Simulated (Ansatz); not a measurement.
Two isomers of C3H6BN: A = `C=C1CBN1`, B = `BC1C=CN1`.

Isolated molecules relaxed with PBE0-D4/def2-TZVP in Ansatz; ΔE leaves out vibrations. CCSD(T)/CBS is the MP2 limit (def2-TZVPP, def2-QZVPP) plus CCSD(T) − MP2 in def2-TZVPP, frozen cores. Functionals use def2-TZVPP. B3LYP here is the variant with VWN-RPA as its local correlation; programs differ in this.

Question: Which is lower in electronic energy at CCSD(T)/CBS, and by how much? (Estimate.)

Answer: The calculation gave: A, by 50.7 kcal/mol.

Question: Give E(B) − E(A) in kcal/mol with HF/def2-TZVPP, CCSD(T)/def2-SVP, PBE0-D4, B2PLYP, LDA (SPW92), CCSD(T)/def2-TZVPP, B3LYP. (Best estimate.)

Answer: Computed: HF/def2-TZVPP 59.5, CCSD(T)/def2-SVP 52.3, PBE0-D4 49.0, B2PLYP 51.1, LDA (SPW92) 45.4, CCSD(T)/def2-TZVPP 50.4, B3LYP 52.3. None reverses the order clearly.

Question: Does the order hold for the free energy at 298.15 K (harmonic terms from PBE0-D4)? (Best estimate.)

Answer: Ansatz gave: Yes: G(B) − G(A) = +49.7 kcal/mol.

Largest T1 diagnostic: 0.015.

From r2SCAN to r2SCAN0 (25 % exact exchange), in def2-TZVPP and without D4, E(B) − E(A) moves by +1.6 kcal/mol. In def2-TZVPP, CCSD(T) changes the Hartree–Fock value by −9.1 kcal/mol (the triples alone add −2.1 kcal/mol) and MP2 by −11.4 kcal/mol.
